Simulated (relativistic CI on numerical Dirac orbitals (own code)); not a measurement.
# The magnetic moment of free Gd⁴⁺ at 300 K

Problem. Gd⁴⁺ (4f⁶) has the ground term ⁷F, whose calculated levels (Dirac-Coulomb-Breit CI, one configuration, Slater integrals scaled by 0.85) lie at J = 0: 0, J = 1: 513, J = 2: 1377, J = 3: 2452, J = 4: 3643, J = 5: 4889, J = 6: 6144 cm⁻¹. Find the effective moment at 300 K in LS coupling.

Working.
1. S = 3, L = 3. The ground level J = 0 has no moment of its own.
2. kT = 208.5 cm⁻¹. Populations (2J + 1)e^(−E/kT)/Z: J = 0: 0.792, J = 1: 0.203, J = 2: 0.005.
3. The field also mixes neighbouring J. With F_J = [(S + L + 1)² − J²][J² − (S − L)²]/J, each level gains α_J = [F_(J+1)/(E_(J+1) − E_J) − F_J/(E_J − E_(J−1))]/[6(2J + 1)], and μ²(J) = g_J²J(J + 1) + 3kT α_J.
4. Values of μ²(J): J = 0: 0.000 + 9.752, J = 1: 4.500 + 0.369, J = 2: 13.500 + 0.157.
5. The thermal average gives μ_eff = 2.96 μB, or χT = μ²/8 = 1.10 cm³ K mol⁻¹.

Remark. The computed ground level holds 91 % of ⁷F. The next levels are low, so field-induced mixing and thermal population carry the moment away from the ground-level value, by an amount that depends on temperature.
